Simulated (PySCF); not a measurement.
Isomers of C6H12F3N, mass 155.092 u with the commonest isotopes. Theory: PBE0/pcSseg-1 in PySCF (dipole) on a GFN2-xTB geometry, gas phase. One conformer each, none proved a minimum here; rigid rotors.

Question: Order these by rotational constant A, smallest first.
A. `[CH3:1][CH2:2][CH2:3][N:4]([CH3:5])[CH2:6][C:7]([F:8])([F:9])[F:10]` with C1–C2–C3–N4 -169°, C2–C3–N4–C5 -73°, C3–N4–C6–C7 65°
B. `[CH3:1][CH2:2][N:3]([CH3:4])[CH2:5][CH2:6][C:7]([F:8])([F:9])[F:10]` with C1–C2–N3–C4 172°, C2–N3–C5–C6 -63°, N3–C5–C6–C7 -179°
C. `[CH3:1][C:2]([CH3:3])([CH3:4])[NH:5][CH2:6][C:7]([F:8])([F:9])[F:10]` with C2–N5–C6–C7 -173°

Answer: B (2152 MHz), A (2391 MHz), C (2468 MHz).

Question: Order these by dipole moment, largest first.
A. `[CH3:1][C:2]([CH3:3])([CH3:4])[NH:5][CH2:6][C:7]([F:8])([F:9])[F:10]` with C2–N5–C6–C7 -173°
B. `[CH3:1][CH2:2][N:3]([CH3:4])[CH2:5][CH2:6][C:7]([F:8])([F:9])[F:10]` with C1–C2–N3–C4 172°, C2–N3–C5–C6 -63°, N3–C5–C6–C7 -179°
C. `[CH3:1][CH2:2][CH2:3][N:4]([CH3:5])[CH2:6][C:7]([F:8])([F:9])[F:10]` with C1–C2–C3–N4 -169°, C2–C3–N4–C5 -73°, C3–N4–C6–C7 65°

Answer: A (3.01 D), B (2.58 D), C (1.86 D).

Question: Order these by out-of-plane moment Σ m c² = (Ia + Ib − Ic)/2, largest first.
A. `[CH3:1][CH2:2][N:3]([CH3:4])[CH2:5][CH2:6][C:7]([F:8])([F:9])[F:10]` with C1–C2–N3–C4 172°, C2–N3–C5–C6 -63°, N3–C5–C6–C7 -179°
B. `[CH3:1][C:2]([CH3:3])([CH3:4])[NH:5][CH2:6][C:7]([F:8])([F:9])[F:10]` with C2–N5–C6–C7 -173°
C. `[CH3:1][CH2:2][CH2:3][N:4]([CH3:5])[CH2:6][C:7]([F:8])([F:9])[F:10]` with C1–C2–C3–N4 -169°, C2–C3–N4–C5 -73°, C3–N4–C6–C7 65°

Answer: B (101.41 u·Å²), A (65.60 u·Å²), C (62.51 u·Å²).

```
            SMILES  point group  Ia (u·Å²)  Ib (u·Å²)  Ic (u·Å²)      κ  μa (D)  μb (D)  μc (D)
  CCCN(C)CC(F)(F)F           C1     211.39     743.87     830.23  -0.92    1.55    0.79    0.66
  CCN(C)CCC(F)(F)F           C1     234.85     742.82     846.47  -0.89    2.32    0.42    1.04
CC(C)(C)NCC(F)(F)F           C1     204.81     781.34     783.32  -1.00    2.69    1.05    0.83
```
